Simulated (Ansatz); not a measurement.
Gas-phase electronic energies from Ansatz, PBE0-D4/def2-TZVP geometries. CCSD(T)/CBS adds triple-zeta CCSD(T) − MP2 to the extrapolated MP2 energy (def2 sets, frozen cores). This one scheme is used for every species. Functionals use def2-TZVPP. B3LYP here is the variant with VWN-RPA as its local correlation; programs differ in this. def2 core potentials past Kr. For Sn outer-core shells are correlated without core-valence functions, which leaves a few kJ/mol of doubt a bond. One conformer a species, not always the lowest.

Reaction (ligand exchange at a B–C bond): `B[CH2][SnH2][CH3]` + `N=CCl` → `B/N=C\Cl` + `[CH3][SnH2][CH3]`

`B[CH2][SnH2][CH3]`:

```xyz
13

B     1.514    1.436    0.456
C     0.075    1.533    0.007
Sn    0.025   -0.528   -0.797
C    -1.314   -1.644    0.437
H     1.786    0.962    1.526
H     2.409    1.737   -0.283
H    -0.720    1.509    0.753
H    -0.179    2.156   -0.849
H     1.573   -1.256   -0.805
H    -0.535   -0.400   -2.406
H    -2.306   -1.191    0.412
H    -1.383   -2.673    0.086
H    -0.946   -1.642    1.463
```

`N=CCl`:

Cartesian coordinates in Å:
```
N 0.642 0.756 0.027
C -0.190 -0.173 0.070
Cl -1.182 -0.417 1.465
H 1.136 0.751 -0.864
H -0.406 -0.917 -0.698
```

`B/N=C\Cl`:

Cartesian coordinates in Å:
```
B 0.868 -1.052 -0.056
N -0.028 -0.029 -0.122
C -0.816 0.909 -0.102
Cl -1.069 1.926 1.294
H 0.484 -2.129 0.293
H 2.003 -0.841 -0.369
H -1.441 1.217 -0.938
```

`[CH3][SnH2][CH3]`:

Z-matrix (Å, degrees):
```
C
Sn 1 2.142
H 1 1.091 2 110.0
H 1 1.090 2 110.4 3 120.1
H 1 1.090 2 110.0 3 -119.9
C 2 2.142 1 109.9 3 59.9
H 2 1.714 1 109.6 3 -179.6
H 2 1.715 1 109.6 3 -60.7
H 6 1.091 2 110.0 1 60.1
H 6 1.091 2 110.0 1 -59.8
H 6 1.090 2 110.4 1 -179.8
```

```json
{"level": "PBE", "ΔE (kJ/mol)": "-96.1"}
{"level": "PBE0", "ΔE (kJ/mol)": "-89.9"}
{"level": "B3LYP", "ΔE (kJ/mol)": "-100.2"}
{"level": "SCS-MP2/def2-TZVPP", "ΔE (kJ/mol)": "-80.6"}
{"level": "MP2/def2-QZVPP", "ΔE (kJ/mol)": "-78.5"}
{"level": "HF/CBS(def2)", "ΔE (kJ/mol)": "-86.4"}
{"level": "MP2/CBS(def2)", "ΔE (kJ/mol)": "-78.0"}
{"level": "CCSD/CBS(def2)", "ΔE (kJ/mol)": "-78.0"}
```

(1) What does CCSD(T)/CBS give? (Estimate.)

Largest T1 diagnostic among the species: 0.014.

Results:

(1) The calculation gave: -77.6 kJ/mol. The listed levels differ from it by -18.5, -12.3, -22.6, -3.0, -0.9, -8.8, -0.4, -0.4 kJ/mol.

The D4 term adds +3.7 kJ/mol with B3LYP and +1.9 kJ/mol with PBE0; it sums over pairs of atoms, weighted by their polarisabilities, and B3LYP, whose exchange is more repulsive, gets the larger term. From PBE to PBE0 (25 % exact exchange), in def2-TZVPP and without D4, ΔE moves by +6.2 kJ/mol. In def2-TZVPP, CCSD(T) changes the Hartree–Fock value by +7.6 kJ/mol (the triples alone add +0.4 kJ/mol) and MP2 by +7.3 kJ/mol.
